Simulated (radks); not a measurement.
The numbers below are computed, except where a source is named.
These are the eigenvalues of the occupied orbitals of an atom or ion with whole-number occupations (eV). Code: a radial shooting solver on a logarithmic mesh with Libxc functionals. Model: scalar-relativistic Kohn-Sham, LDA (Slater exchange, Perdew-Wang correlation), spin-unpolarised, spherical densities, finite nucleus; Fermi nuclear charge, rms radius of each element as measured or else 0.836 A^(1/3) + 0.57 fm.

1s: -80698.48
2s: -14258.85
2p: -12339.46
3s: -3381.826
3p: -2824.815
3d: -2227.431
4s: -750.3665
4p: -567.5649
4d: -347.6705
5s: -130.3817
4f: -103.3722
5p: -81.6191
5d: -27.6296

Which element is it, and in what charge state? The configuration may be excited.

Answer. Z = 79, gold, charge +2: Au2+ in [Xe] 4f14 5d9. The list shows which subshells hold electrons but not how many an open one holds; the 1s level, -2965.6 hartree, gives Z - s = 77.0 by -(Z - s)^2/2, which with screening and relativity narrows Z to a few neighbours, and the depths of the outer levels then fix element, charge and occupations together.
